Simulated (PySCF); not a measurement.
F4Se, charge -1, doublet, at a GFN2-xTB geometry (a state made from the parent by changing its charge; the spin is typed, not shown lowest); PySCF with B3LYP/pcseg-1.

Here is a job for PySCF.
```python
from pyscf import gto, scf, dft

mol = gto.Mole()
mol.atom = '''
    Se   -0.000257    0.000685    0.132425
    F     1.147607    1.568263   -0.130961
    F     1.569159   -1.147982   -0.116094
    F    -1.147122   -1.569557   -0.119176
    F    -1.568674    1.146688   -0.134043
'''
mol.basis = 'pcseg-1'
mol.charge = -1
mol.spin = 1
mol.verbose = 4
mol.build()

mf = dft.UKS(mol)
mf.xc = 'b3lyp'
mf.kernel()
```

Problem. Write the output that PySCF gives for this input, abridged.

Solution. 
```
PySCF version 2.14.0

[INPUT] verbose = 4
[INPUT] num. atoms = 5
[INPUT] num. electrons = 71
[INPUT] charge = -1
[INPUT] spin (= nelec alpha-beta = 2S) = 1
[INPUT] symmetry False subgroup None
[INPUT] Mole.unit = angstrom
[INPUT] Symbol           X                Y                Z      unit          X                Y                Z       unit  Magmom
[INPUT]  1 Se    -0.000257000000   0.000685000000   0.132425000000 AA   -0.000485659614   0.001294462395   0.250246982046 Bohr   0.0
[INPUT]  2 F      1.147607000000   1.568263000000  -0.130961000000 AA    2.168662928634   2.963587561289  -0.247480422999 Bohr   0.0
[INPUT]  3 F      1.569159000000  -1.147982000000  -0.116094000000 AA    2.965280755896  -2.169371575930  -0.219385864705 Bohr   0.0
[INPUT]  4 F     -1.147122000000  -1.569557000000  -0.119176000000 AA   -2.167746411463  -2.966032866894  -0.225210000621 Bohr   0.0
[INPUT]  5 F     -1.568674000000   1.146688000000  -0.134043000000 AA   -2.964364238726   2.166926270325  -0.253304558915 Bohr   0.0

nuclear repulsion = 414.777640985242
number of shells = 15
number of NR pGTOs = 182
number of NR cGTOs = 83
basis = pcseg-1
ecp = {}

******** <class 'pyscf.dft.uks.UKS'> ********
method = UKS
initial guess = minao
damping factor = 0
level_shift factor = 0
DIIS = <class 'pyscf.scf.diis.CDIIS'>
diis_start_cycle = 1
diis_space = 8
diis_damp = 0
SCF conv_tol = 1e-09
SCF conv_tol_grad = None
SCF max_cycles = 50
direct_scf = True
direct_scf_tol = 1e-13
number electrons alpha = 36  beta = 35
XC library pyscf.dft.libxc version 7.1.2
    S. Lehtola, C. Steigemann, M. J. T. Oliveira, and M. A. L. Marques,  SoftwareX 7, 1–5 (2018)
XC functionals = b3lyp
    P. J. Stephens, F. J. Devlin, C. F. Chabalowski, and M. J. Frisch,  J. Phys. Chem. 98, 11623 (1994)
radial grids:
    Treutler-Ahlrichs [JCP 102, 346 (1995); DOI:10.1063/1.469408] (M4) radial grids

becke partition: Becke, JCP 88, 2547 (1988); DOI:10.1063/1.454033
pruning grids: <function nwchem_prune>
grids dens level: 3
symmetrized grids: False
atomic radii adjust function: <function treutler_atomic_radii_adjust>
small_rho_cutoff = 0
Set gradient conv threshold to 3.16228e-05
tot grids = 77472
init E= -2799.49074370529

cycle= 1 E= -2800.36069299011  delta_E= -0.87  |g|= 0.859  |ddm|= 1.73
cycle= 2 E= -2799.38459021286  delta_E= 0.976  |g|= 1.83  |ddm|= 1.88
cycle= 3 E= -2800.64246689051  delta_E= -1.26  |g|= 0.0474  |ddm|= 1.31
cycle= 4 E= -2800.64313729024  delta_E= -0.00067  |g|= 0.0311  |ddm|= 0.117
cycle= 5 E= -2800.64365683609  delta_E= -0.00052  |g|= 0.00393  |ddm|= 0.0454
cycle= 6 E= -2800.64367150975  delta_E= -1.47e-05  |g|= 0.000691  |ddm|= 0.0101
cycle= 7 E= -2800.64367317861  delta_E= -1.67e-06  |g|= 0.000242  |ddm|= 0.0045
cycle= 8 E= -2800.64367329138  delta_E= -1.13e-07  |g|= 0.000155  |ddm|= 0.00123
cycle= 9 E= -2800.64367330001  delta_E= -8.63e-09  |g|= 8.91e-05  |ddm|= 0.000212
cycle= 10 E= -2800.64367330364  delta_E= -3.63e-09  |g|= 1.15e-05  |ddm|= 0.000112
cycle= 11 E= -2800.6436733037  delta_E= -5.64e-11  |g|= 4.45e-06  |ddm|= 1.66e-05
Extra cycle  E= -2800.64367330365  delta_E= 4.37e-11  |g|= 8.5e-06  |ddm|= 8.88e-06
converged SCF energy = -2800.64367330365  <S^2> = 0.7521551  2S+1 = 2.0021539
```
